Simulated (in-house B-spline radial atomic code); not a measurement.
Atomic self-consistent-field run: Ca IX (Ca8+). Computed with an all-electron radial atomic-structure program (B-spline basis): non-relativistic LDA PW92, spin-polarised, spherical fractional occupations, point nucleus.

Command:
```bash
python run_scf.py task.json out
```
Settings:
```
Z                20
configuration    [Ne] 3s2
hamiltonian      nr
method           lda,pw
spin_polarised   True
```

Output (hartree, bohr):
```
 radial grid: 42 intervals, B-splines of order 8, outer radius 7.931 bohr

 iter        energy (Eh)    residual
    1        -645.546277    1.14e+00
    2        -652.867191    3.43e-01
    3        -653.458939    1.22e-01
    4        -653.540426    4.27e-02
    5        -653.551417    1.31e-02
    6        -653.552474    4.78e-05
    7        -653.552474    1.27e-06
    8        -653.552474    4.91e-09

 total energy                      -653.55247
 kinetic                             652.7472
 electron-nucleus                  -1474.4925
 Hartree                             197.7800
 exchange-correlation                -29.5872

 orbital      occ     eigenvalue          <r>       <r^2>       <1/r>       r_max
 1s up      1.000      -150.2968    0.0775145  0.00806548     19.4962     0.05092
 1s down    1.000      -150.2968    0.0775145  0.00806548     19.4962     0.05092
 2s up      1.000       -20.9895     0.364489    0.156966     4.03244      0.3015
 2s down    1.000       -20.9895     0.364489    0.156966     4.03244      0.3015
 2p up      3.000       -18.2851     0.324739     0.13003      3.9723      0.2455
 2p down    3.000       -18.2851     0.324739     0.13003      3.9723      0.2455
 3s up      1.000        -6.5417      1.00296     1.14322     1.41679      0.9192
 3s down    1.000        -6.5417      1.00296     1.14322     1.41679      0.9192
```

Run time, properties included: 0.03 s on 1 thread of AMD EPYC 9R45 (shared host).
